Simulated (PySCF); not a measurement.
Species: C₇H₄ClFO.
Atom-mapped SMILES: `[O:1]=[C:2]([Cl:3])[c:4]1[cH:5][cH:6][cH:7][c:8]([F:9])[cH:10]1` (hydrogens: H11 on C5; H12 on C6; H13 on C7; H14 on C10)

The same species was optimised twice, with GFN2-xTB and with PBE0-D3(BJ)/def2-SVP (PySCF), and the same property calculations (PySCF, gas phase) were run on both structures.

```csv
coordinate,GFN2-xTB,PBE0-D3(BJ)/def2-SVP,change
C2–Cl3 (Å),1.769,1.786,+0.017
C2–C4 (Å),1.469,1.485,+0.016
C8–F9 (Å),1.344,1.329,-0.015
C6–C7 (Å),1.385,1.394,+0.009
C5–C6 (Å),1.382,1.390,+0.008
C8–C10 (Å),1.381,1.387,+0.006
C7–C8 (Å),1.385,1.391,+0.006
C4–C10 (Å),1.393,1.398,+0.005
C4–C5 (Å),1.398,1.402,+0.004
O1=C2 (Å),1.189,1.187,-0.002
O1–C2–C4 (°),126.6,125.2,-1.4
O1–C2–Cl3 (°),118.9,119.8,+0.9
C4–C5–C6 (°),120.4,119.8,-0.6
C7–C8–C10 (°),122.3,121.8,-0.5
C5–C4–C10 (°),119.8,120.4,+0.6
Cl3–C2–C4 (°),114.5,115.0,+0.5
C7–C8–F9 (°),118.8,119.1,+0.3
C6–C7–C8 (°),118.7,119.0,+0.3
O1–C2–C4–C5 (°),0,0,0
```

Rotational constants: A = 2063, B = 774.5, C = 563.1 MHz (GFN2-xTB) against A = 2043, B = 766.7, C = 557.5 MHz (PBE0-D3(BJ)/def2-SVP). Point groups within 0.08 Å: Cs and Cs.

On the GFN2-xTB structure: HOMO (eV) -7.96 [PBE0/pcSseg-1]; LUMO (eV) -2.47 [PBE0/pcSseg-1]; dipole (D) 3.13 [PBE0/pcSseg-1]; GIAO shielding of O1 (ppm) -234.5 [PBE0/pcSseg-1]; GIAO shielding of C2 (ppm) 10.8 [PBE0/pcSseg-1]; GIAO shielding of Cl3 (ppm) 540.8 [PBE0/pcSseg-1]; GIAO shielding of C4 (ppm) 48.2 [PBE0/pcSseg-1]; GIAO shielding of C5 (ppm) 54.0 [PBE0/pcSseg-1]; GIAO shielding of C6 (ppm) 51.1 [PBE0/pcSseg-1]; GIAO shielding of C7 (ppm) 57.6 [PBE0/pcSseg-1]; GIAO shielding of C8 (ppm) 14.3 [PBE0/pcSseg-1].

Question: What do these properties become on the PBE0-D3(BJ)/def2-SVP structure?

Answer: 
```
                                    property          level  on GFN2-xTB  on PBE0-D3(BJ)/def2-SVP  change
                                   HOMO (eV)  PBE0/pcSseg-1        -7.96                    -7.91   +0.05
                                   LUMO (eV)  PBE0/pcSseg-1        -2.47                    -2.44   +0.03
                                  dipole (D)  PBE0/pcSseg-1         3.13                     3.11   -0.02
energy, GFN2-xTB geometry as zero (kcal/mol)  PBE0/pcSseg-1          0.0                     -0.3    -0.3
                  GIAO shielding of O1 (ppm)  PBE0/pcSseg-1       -234.5                   -231.9    +2.6
                  GIAO shielding of C2 (ppm)  PBE0/pcSseg-1         10.8                     10.1    -0.7
                 GIAO shielding of Cl3 (ppm)  PBE0/pcSseg-1        540.8                    534.5    -6.3
                  GIAO shielding of C4 (ppm)  PBE0/pcSseg-1         48.2                     45.8    -2.4
                  GIAO shielding of C5 (ppm)  PBE0/pcSseg-1         54.0                     52.6    -1.4
                  GIAO shielding of C6 (ppm)  PBE0/pcSseg-1         51.1                     48.9    -2.2
                  GIAO shielding of C7 (ppm)  PBE0/pcSseg-1         57.6                     56.1    -1.5
                  GIAO shielding of C8 (ppm)  PBE0/pcSseg-1         14.3                     14.4    +0.1
```

The heavy atoms differ by 0.014 Å rms after alignment. Among bonds between heavy atoms C2–Cl3 and C2–C4 change most and about equally (+0.016 to +0.017 Å). Changes are differences of the printed values. Neither structure is proved a minimum here.

The values belong to the conformer `[O:1]=[C:2]([Cl:3])[c:4]1[cH:5][cH:6][cH:7][c:8]([F:9])[cH:10]1`: O1–C2–C4–C5 0°.
